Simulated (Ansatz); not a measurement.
Consider the homolysis of the Cl–Si bond: `C=C[SiH](Cl)Cl` → Cl• + `C=C[SiH]Cl`•.

Computed with Ansatz on PBE0-D4/def2-TZVP structures; ΔE is electronic, products minus reactants. CCSD(T)/CBS is the MP2 limit (def2-TZVPP, def2-QZVPP) plus CCSD(T) − MP2 in def2-TZVPP, frozen cores. This one scheme is used for every species, atoms too. Functionals use def2-TZVPP. B3LYP here is the variant with VWN-RPA as its local correlation; programs differ in this. HSE06 is defined as in plane-wave codes. No spin–orbit coupling; open shells (•) take unrestricted orbitals. Spin–orbit coupling would lower the free atoms: a little for Cl. One conformer a species, not always the lowest.

What is ΔE at CCSD(T)/CBS? (An estimate is asked.)

Computed: +480.2 kJ/mol.

What do these levels give: PBE-D4, BLYP-D4, r2SCAN-D4, B97M-V, PBE0-D4, B3LYP-D4, r2SCAN0-D4, CAM-B3LYP-D4, ωB97M-V, PBE, HSE06, HF/def2-SVP? (An estimate is asked.)

The calculation gave: PBE-D4 462.3, BLYP-D4 443.9, r2SCAN-D4 460.3, B97M-V 475.0, PBE0-D4 463.2, B3LYP-D4 452.1, r2SCAN0-D4 456.6, CAM-B3LYP-D4 458.4, ωB97M-V 482.9, PBE 455.5, HSE06 457.6, HF/def2-SVP 348.3 kJ/mol.

Largest T1 diagnostic among the species: 0.026.

In def2-TZVPP, CCSD(T) changes the Hartree–Fock value by +106.5 kJ/mol (the triples alone add +10.0 kJ/mol) and MP2 by +146.5 kJ/mol; breaking electron pairs costs correlation energy, which Hartree–Fock lacks. From BLYP to BHLYP (50 % exact exchange), in def2-TZVPP and without D4, ΔE moves by +11.1 kJ/mol. At CCSD(T), def2-SVP lies −46.6 kJ/mol from the extrapolated value and def2-TZVPP −18.6 kJ/mol: correlation converges slowly with the basis, and small sets miss more of it in the bonded molecule than in its fragments.
